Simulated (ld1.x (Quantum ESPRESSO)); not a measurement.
# Ranking TM potentials for He (Z = 2)

All share these settings but for the change named:

- Element: helium (He)
- Generator: ld1.x (Quantum ESPRESSO) 7.5
- Type: norm-conserving Troullier–Martins (Kleinman–Bylander form)
- Functional: PBE
- Relativity: scalar-relativistic
- Frozen core: none
- Valence charge: 2
- Reference configuration: 1s2
- Partial waves: 2p channel at 0.1 Ry: rc 0.45 bohr; 1s (bound): rc 0.50 bohr
- Local potential: the s channel
- Core correction: none

Cutoff: the first of the cutoffs (Ry, on a coarse ladder) from which the occupation-weighted sum of valence levels, in a spherical-Bessel basis at the reference potential, stays within 10 and 1 mRy of its value at 400 Ry; the density cutoff is not measured.

The base gives 180 Ry.

Of 10 variants that were run, those that failed, showed a ghost or another fault, or gave nearly equal values are left out.

A variant can come out equal or close to the base.

**Question.** Rank these variants from softest to hardest (loose cutoff).
A. wave 1s (bound): rc 0.50 bohr becomes 1s (bound): rc 0.66 bohr
B. all radii scaled by about 1.12 (s 0.56, p 0.50 bohr)
C. non-relativistic
D. wave 1s (bound): rc 0.50 bohr becomes 1s (bound): rc 0.34 bohr

**Answer.** A (120 Ry), B (140 Ry), C (180 Ry), D (260 Ry).
